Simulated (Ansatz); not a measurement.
A first, cheap relaxation of `C=C[Si@H](Cl)C#C[Si@H](C)Cl`.

```yaml
crystal:
  periodic: [false, false, false]
  atoms:
    - {symbol: C, position_ang: [2.082300, 0.801600, -3.655200]}
    - {symbol: C, position_ang: [1.762700, 0.645600, -2.369600]}
    - {symbol: Si, position_ang: [0.603900, 1.633300, -1.325200]}
    - {symbol: Cl, position_ang: [2.005200, 2.800800, -0.229900]}
    - {symbol: C, position_ang: [-0.356500, 0.563800, -0.156200]}
    - {symbol: C, position_ang: [-0.991500, -0.103700, 0.614300]}
    - {symbol: Si, position_ang: [-1.940100, -1.202300, 1.793600]}
    - {symbol: C, position_ang: [-1.094400, -1.394600, 3.417400]}
    - {symbol: Cl, position_ang: [-2.185400, -3.032200, 0.960400]}
    - {symbol: H, position_ang: [2.730100, 0.196500, -4.168700]}
    - {symbol: H, position_ang: [1.573800, 1.651500, -4.222100]}
    - {symbol: H, position_ang: [2.266900, -0.161300, -1.825900]}
    - {symbol: H, position_ang: [-0.268700, 2.563100, -2.135000]}
    - {symbol: H, position_ang: [-3.360300, -0.644800, 1.992900]}
    - {symbol: H, position_ang: [-0.138200, -1.866700, 3.315400]}
    - {symbol: H, position_ang: [-1.008500, -0.414800, 3.949800]}
    - {symbol: H, position_ang: [-1.700400, -2.036200, 4.084100]}
basis:
  gaussian: {orbitals: def2-SVP}
hamiltonian: {xc: pbe, dispersion: d4}
relax: {f_tol: 0.03, max_steps: 200}
```

```sh
$ ansatz run in.yaml --threads 2 --pin off --events-out ev --progress --plain --backend cuda
```

Shortened log:

```
Functional definition: PBE
mean field -46074.50883388 eV, -1693.2069692211 hartree, gradient 6.0e-5 eV, S^2 0.000000; 0 other end points of the search recorded, 0 dependent functions left out
relax step   1: F+E_penalty+E_count = -46075.01999591 eV  Δ(F+E_penalty+E_count) = +0.000e0 eV  max|allowed force component| = 3.219e0 eV/Å  Δτ_max = 0.0000 Å  (32 SCF iters, accepted)
mean field -46074.87806761 eV, -1693.2205383106 hartree, gradient 1.5e-5 eV, S^2 0.000000; 0 other end points of the search recorded, 0 dependent functions left out
relax step   2: F+E_penalty+E_count = -46075.38437565 eV  Δ(F+E_penalty+E_count) = -3.644e-1 eV  max|allowed force component| = 9.447e-1 eV/Å  Δτ_max = 0.1969 Å  (32 SCF iters, accepted)
mean field -46074.89887840 eV, -1693.2213030930 hartree, gradient 6.9e-6 eV, S^2 0.000000; 0 other end points of the search recorded, 0 dependent functions left out
relax step   3: F+E_penalty+E_count = -46075.40634245 eV  Δ(F+E_penalty+E_count) = -2.197e-2 eV  max|allowed force component| = 1.020e0 eV/Å  Δτ_max = 0.1949 Å  (32 SCF iters, accepted)
mean field -46074.91056528 eV, -1693.2217325778 hartree, gradient 7.0e-6 eV, S^2 0.000000; 0 other end points of the search recorded, 0 dependent functions left out
relax step   4: F+E_penalty+E_count = -46075.42122355 eV  Δ(F+E_penalty+E_count) = -1.488e-2 eV  max|allowed force component| = 9.542e-1 eV/Å  Δτ_max = 0.2000 Å  (32 SCF iters, accepted)
mean field -46074.97171605 eV, -1693.2239798275 hartree, gradient 1.6e-5 eV, S^2 0.000000; 0 other end points of the search recorded, 0 dependent functions left out
relax step   5: F+E_penalty+E_count = -46075.48030522 eV  Δ(F+E_penalty+E_count) = -5.908e-2 eV  max|allowed force component| = 1.052e-1 eV/Å  Δτ_max = 0.0720 Å  (31 SCF iters, accepted)
mean field -46074.97405768 eV, -1693.2240658808 hartree, gradient 1.4e-5 eV, S^2 0.000000; 0 other end points of the search recorded, 0 dependent functions left out
relax step   6: F+E_penalty+E_count = -46075.48260803 eV  Δ(F+E_penalty+E_count) = -2.303e-3 eV  max|allowed force component| = 3.036e-2 eV/Å  Δτ_max = 0.0294 Å  (34 SCF iters, accepted)
mean field -46074.97502560 eV, -1693.2241014509 hartree, gradient 1.9e-5 eV, S^2 0.000000; 0 other end points of the search recorded, 0 dependent functions left out
relax step   7: F+E_penalty+E_count = -46075.48354945 eV  Δ(F+E_penalty+E_count) = -9.414e-4 eV  max|allowed force component| = 3.052e-2 eV/Å  Δτ_max = 0.0573 Å  (32 SCF iters, accepted)
mean field -46074.97247404 eV, -1693.2240076830 hartree, gradient 1.9e-5 eV, S^2 0.000000; 0 other end points of the search recorded, 0 dependent functions left out
relax step   8: F+E_penalty+E_count = -46075.48084467 eV  Δ(F+E_penalty+E_count) = +2.705e-3 eV  max|allowed force component| = 1.214e-1 eV/Å  Δτ_max = 0.0328 Å  (31 SCF iters, rejected (line search))
mean field -46074.97572144 eV, -1693.2241270227 hartree, gradient 1.5e-5 eV, S^2 0.000000; 0 other end points of the search recorded, 0 dependent functions left out
relax step   9: F+E_penalty+E_count = -46075.48411683 eV  Δ(F+E_penalty+E_count) = -5.674e-4 eV  max|allowed force component| = 6.084e-3 eV/Å  Δτ_max = 0.0164 Å  (33 SCF iters, accepted)
mean field -46074.97604411 eV, -1693.2241388808 hartree, gradient 1.4e-5 eV, S^2 0.000000; 0 other end points of the search recorded, 0 dependent functions left out
relax step  10: F+E_penalty+E_count = -46075.48431506 eV  Δ(F+E_penalty+E_count) = -1.982e-4 eV  max|allowed force component| = 1.374e-2 eV/Å  Δτ_max = 0.0327 Å  (33 SCF iters, accepted)
mean field -46074.97604411 eV, -1693.2241388808 hartree, gradient 1.6e-5 eV, S^2 0.000000; 1 other end points of the search recorded, 0 dependent functions left out
Total energy: -46075.48436709 eV, -1693.2428194054 hartree
Atom 0 at     1.876672     0.746293    -3.632726 Å, force    -0.005622    -0.002275     0.012325 eV/Å
Atom 1 at     1.858082     0.614834    -2.290643 Å, force     0.006576     0.001381    -0.013737 eV/Å
Atom 2 at     0.762142     1.662353    -1.206415 Å, force     0.002701    -0.001855    -0.001112 eV/Å
Atom 3 at     1.927504     2.868560     0.038954 Å, force    -0.001548    -0.003458     0.000016 eV/Å
Atom 4 at    -0.272845     0.600015    -0.122003 Å, force    -0.000103     0.008017     0.000471 eV/Å
Atom 5 at    -0.962183    -0.135757     0.595628 Å, force     0.003617    -0.000178     0.003160 eV/Å
Atom 6 at    -1.958924    -1.200854     1.715743 Å, force    -0.004398     0.002167     0.002257 eV/Å
Atom 7 at    -1.120180    -1.342729     3.384204 Å, force     0.000094    -0.001902    -0.001037 eV/Å
Atom 8 at    -2.118726    -3.093518     0.847684 Å, force     0.001666     0.001377    -0.000312 eV/Å
Atom 9 at     2.525486     0.123760    -4.272705 Å, force     0.000041    -0.001553    -0.004206 eV/Å
Atom 10 at     1.241261     1.482316    -4.156486 Å, force     0.003159    -0.001396     0.005508 eV/Å
Atom 11 at     2.512007    -0.136847    -1.811580 Å, force    -0.003397     0.005256    -0.000746 eV/Å
Atom 12 at    -0.106406     2.550588    -2.044759 Å, force    -0.001883    -0.002674     0.000027 eV/Å
Atom 13 at    -3.342152    -0.631419     1.816701 Å, force    -0.000938    -0.002725    -0.001423 eV/Å
Atom 14 at    -0.104180    -1.769195     3.268858 Å, force     0.000012    -0.000313     0.001481 eV/Å
Atom 15 at    -1.030600    -0.340393     3.850723 Å, force    -0.000058     0.000306    -0.001465 eV/Å
Atom 16 at    -1.706058    -1.998404     4.058922 Å, force     0.000080    -0.000174    -0.001206 eV/Å
Dipole moment:     0.073734    -0.033571    -0.015679 e Å
```

Hardware: 2 threads of an AMD EPYC 7R13 on a shared host and a share of an NVIDIA H100 80 GB. Wall time 13 s, peak host memory 0.84 GiB.
